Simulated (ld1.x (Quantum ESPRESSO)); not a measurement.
Before and after: RRKJ potential for Cd

- Element: cadmium
- Generator: ld1.x (Quantum ESPRESSO) 7.5
- Type: norm-conserving RRKJ (Kleinman–Bylander form)
- Functional: PBEsol
- Relativity: scalar-relativistic
- Frozen core: [Ar] 3d10
- Valence charge: 20
- Reference configuration: 4s2 4p6 4d10 5s2 5p0
- Partial waves: 4s (bound): rc 1.25 bohr; 4d (bound): rc 1.65 bohr; 4p (bound): rc 0.90 bohr
- Local potential: the p channel
- Core correction: none

Occupied shells without a wave of their own: 5s. They enter only through the test configuration that unscreens the potential.

Change: wave 4p (bound): rc 0.90 bohr becomes 4p (bound): rc 1.18 bohr.

Cutoffs: the cutoffs (Ry, on a coarse ladder) from which the occupation-weighted sum of valence levels, in a spherical-Bessel basis at the reference potential, stays within 10 and 1 mRy of its value at 400 Ry; they do not see the model core or the augmentation charge, which bear on the density cutoff. Errors are all-electron minus pseudo energies relative to the spin-unpolarised reference configuration.

Q: What does the change do?

A: The potential gets softer (160 Ry and 230 Ry → 120 Ry and 160 Ry); of the 7 tests that both files solve, the error grows in 5 and shrinks in 1 by more than 15 % and 0.3 meV (median size 142.2 → 167.1 meV); neither file shows a bound ghost. A larger radius leaves more room for a smooth pseudo-wave, so fewer plane waves are needed.

| quantity | base | changed |
| --- | --- | --- |
| cutoff, loose | 160 Ry | 120 Ry |
| cutoff, tight | 230 Ry | 160 Ry |
| loose cutoff by channel (10 mRy a level) | s 60 Ry, d 50 Ry, p 90 Ry | s 60 Ry, d 50 Ry, p 80 Ry |
| bound ghosts | none | none |
| largest miss of a reference level, eV | 0.15 | 0.19 |
| error for 4s2 4p6 4d10 5s1 5p0, meV [ΔE 9.31 eV] | -193 | -247 |
| error for 4s2 4p6 4d10 5s0 5p0, meV [ΔE 26.40 eV] | -484 | -619 |
| error for 4s2 4p6 4d9 5s0 5p0, meV [ΔE 64.40 eV] | -698 | -882 |
| error for 4s2 4p6 4d10 5s1 5p1, meV [ΔE 4.73 eV] | -142 | -167 |
| error for 4s2 4p6 4d10 5s1.5 5p0, meV [ΔE 3.73 eV] | -85 | -109 |
| error for 4s2 4p6 4d9 5s2 5p0, meV [ΔE 17.97 eV] | +1.6 | +0.3 |
| error for 4s1 4p6 4d10 5s2 5p0, meV [ΔE 113.41 eV] | -133 | -127 |
| s: phases at 1.79 bohr within 0.05 rad from the reference energy up to (Ry; the scan ends near 5) | 0.1 | -0.1 |
| p: phases at 1.79 bohr within 0.05 rad from the reference energy up to (Ry; the scan ends near 5) | 2.3 | 1.7 |
| d: phases at 1.79 bohr within 0.05 rad from the reference energy up to (Ry; the scan ends near 5) | 4.6 | 4.8 |

Base: The 5s level has no wave, so the channel is fitted at the deeper level alone: the likely source of the large errors. Changed file: The 5s level has no wave, so the channel is fitted at the deeper level alone: the likely source of the large errors.
